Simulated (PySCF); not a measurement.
Work out the structure from these simulated measurements.

Formula: C4H8O4S.

* Rotational structure: rotational constants A, B, C: 2.749, 1.080, 0.964 GHz [PBE0-D3(BJ)/def2-SVP]
* 1H NMR: chemical shifts (computed TMS as zero) by class: 4.32 (1 H), 4.19 (1 H), 3.70 (1 H), 1.74 (1 H), 1.25 (3 H), 1.10 (1 H) ppm [GIAO PBE0/pcSseg-1]
* UV, strongest line: among the 10 lowest singlet transitions: S6 at 8.32 eV (149 nm, f = 0.024) [TDDFT B3LYP/def2-SVPD]
* 13C NMR: chemical shifts (computed TMS as zero) by class: 79.4 (1 C), 69.3 (1 C), 31.6 (1 C), 12.7 (1 C) ppm [GIAO PBE0/pcSseg-1]
* Dipole: 5.54 D [B3LYP/def2-SVPD]
* Valence photoelectron: vertical ionisation energy: 10.76 eV [ΔSCF B3LYP/def2-SVPD]
* Polarisability: 78.7 au [B3LYP/def2-SVPD]
* NMR, other nuclei: isotropic shieldings of nuclei other than C and H, by class: 79 (1 O), 98 (1 O), 134 (1 O), 138 (1 O), 149 (1 S) ppm [GIAO PBE0/pcSseg-1]

Electronic properties: PySCF, gas phase, density fitting. Levels stand in brackets. One conformer (not necessarily the lowest) at the PBE0-D3(BJ)/def2-SVP geometry, without solvent, vibrations or thermal averaging. NMR values are class means; diastereotopic atoms form classes of their own.

Task: Give a SMILES that accounts for the data.

Result: Numbering: `[CH3:1][CH2:2][C@H:3]1[CH2:4][O:5][S:6](=[O:7])(=[O:8])[O:9]1`. 4 carbons fall into 4 classes; from least to most shielded: ring sp3 carbon bound to oxygen [C3] (79.4 ppm), ring sp3 carbon bound to oxygen [C4] (69.3 ppm), chain CH2 carbon [C2] (31.6 ppm), methyl carbon [C1] (12.7 ppm). Hydrogen classes from least to most shielded: 1 H on an sp3 carbon bound to oxygen, C4 (4.32 ppm), 1 H on an sp3 carbon bound to oxygen, C3 (4.19 ppm), 1 H on an sp3 carbon bound to oxygen, C4 (3.70 ppm), 1 H on a chain CH2 carbon, C2 (1.74 ppm), 3 H on a methyl carbon, C1 (1.25 ppm, a mean of values up to 0.7 ppm apart in this geometry), 1 H on a chain CH2 carbon, C2 (1.10 ppm). The other shieldings belong to: 79 ppm, sulfonyl oxygen [O7]; 98 ppm, sulfonyl oxygen [O8]; 134 ppm, oxygen bonded to C and S [O9]; 138 ppm, oxygen bonded to C and S [O5]; 149 ppm, sulfonyl sulfur [S6]. The first electron is taken from the HOMO, whose largest Löwdin shares are 0.32 on an oxygen bonded to C and S, 0.25 on a sulfonyl oxygen, 0.09 on an oxygen bonded to C and S and 0.08 on a sulfonyl oxygen. The optimised geometry has point group C1 and is an asymmetric top. Structure: `CC[C@H]1COS(=O)(=O)O1`. The assignments are read from this structure; whether some other isomer fits the data as well wasn't checked. The mirror image fits equally.
